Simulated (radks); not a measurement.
Results of a calculation; reference values are marked as such.
Numerical settings for the lead ion Pb2+, [Hg]. Code: a radial shooting solver on a logarithmic mesh with Libxc functionals. Model: Dirac Kohn-Sham, PBEsol, spin-unpolarised, spherical densities, finite nucleus; Fermi nuclear charge, rms radius 5.5012 fm. The defaults (mesh step 0.008 in ln r, mesh end at 40 bohr or more with all orbitals vanishing there, Anderson mixing 0.5 over 9 steps, residual threshold near 1e-9 with the energy settled to 1e-9 hartree or 1e-11 of itself, here a cap of 80 iterations) give E = -20916.279 hartree and 6s1/2 at -27.498 eV in 14 iterations. Run on one thread of a shared host, so times are rough (Arm Neoverse N1): 0.22 s of CPU time, 0.22 s wall, 14 iterations on 2299 mesh points. Changes against that run (0 stands for a change within the tolerance of the run):

setting,iterations,converged,E (mhartree),e(6s1/2) (meV),CPU (s)
mesh step in ln r 0.03,14,yes,+0.0126,0,0.08
mesh step in ln r 0.12,4,no,diverged,-,0.02
mesh step in ln r 0.08,3,no,diverged,-,0.03
mesh end (bohr) 1,14,level above zero,+2.87e+05,+1.16e+06,0.15
mesh end (bohr) 20,14,yes,0,0,0.21
residual threshold 0.001,9,yes,0,+3.71,0.17
residual threshold 1e-13,23,yes,0,0,0.28
mixing 2.5,14,yes,0,0,0.23
"linear mixing, mixing 1",80,no,+1.25e+06,+1.94e+04,3.3
"linear mixing, mixing 0.5",30,yes,0,0,0.34
mixing history 20,21,yes,0,0,0.28
iteration cap 5,5,no,+0.108,+21.3,0.09

Settled on a wrong energy, with an occupied level pushed above zero by the early mesh end: mesh end (bohr) 1 (+287 hartree). Apart from these: no run marked as converged misses the energy by more than 1 mhartree. A mesh that ends early acts as a hard wall.
